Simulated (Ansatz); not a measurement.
Wavefunction ladder for `O[SiH]1[AlH][Al]1[F]`

```xyz
8

O    -1.680   -0.396    1.721
Si   -0.756   -0.072    0.395
Al    0.875   -1.183   -0.954
Al    0.448    1.311   -1.125
F     0.477    2.764   -1.912
H    -1.942    0.342    2.276
H     0.859   -0.239    0.707
H     1.719   -2.528   -1.108
```

The species carries charge 0 and has multiplicity 1. The structure was optimised at the PBE0-D4/def2-TZVP level. It is one conformer, not always the lowest. Frozen core, restricted reference, Ansatz 0.2.0. CBS rows extrapolate triple and quadruple zeta; past MP2 they add the triple-zeta difference.

```csv
basis,HF (Eh),MP2 corr.,CCSD corr.,(T),CCSD(T) total
def2-SVP,-948.47865,-0.59186,-0.62715,-0.01815,-949.12395
def2-TZVPP,-948.98375,-0.76429,-0.79306,-0.03264,-949.80945
def2-QZVPP,-949.01451,-0.82910,–,–,–
CBS(def2),-949.01875,-0.87710,-0.90588,as TZ,-949.95727
```
